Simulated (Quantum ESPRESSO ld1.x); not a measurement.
Values are calculated unless marked as measured or tabulated.
Question: K IX, configuration [Ne] 3s1. Code: ld1.x of Quantum ESPRESSO 7.5. Model: scalar-relativistic Kohn-Sham, LDA (Slater exchange, Perdew-Zunger correlation), spin-polarised, spherical densities, point nucleus; open shells are filled with parallel spins first. Some entries of the table are withheld. Estimate them.

orbital,occ.,eigenvalue (hartree),r(max) (bohr),<r^2> (bohr^2)
1s up,1,-135.486,0.05314,0.008868
1s down,1,-135.466,0.05314,0.008869
2s up,1,-18.9684,0.3172,0.1752
2s down,1,-18.9443,0.3172,0.1746
2p up,3,(1),0.2602,(2)
2p down,3,(3),0.2602,(4)
3s up,1,-6.15865,0.9708,1.264
3s down,0,-5.98069,0.9659,1.269

Answer: 
(1) 2p up eigenvalue (hartree): -16.3649
(2) 2p up <r^2> (bohr^2): 0.1476
(3) 2p down eigenvalue (hartree): -16.3419
(4) 2p down <r^2> (bohr^2): 0.1470
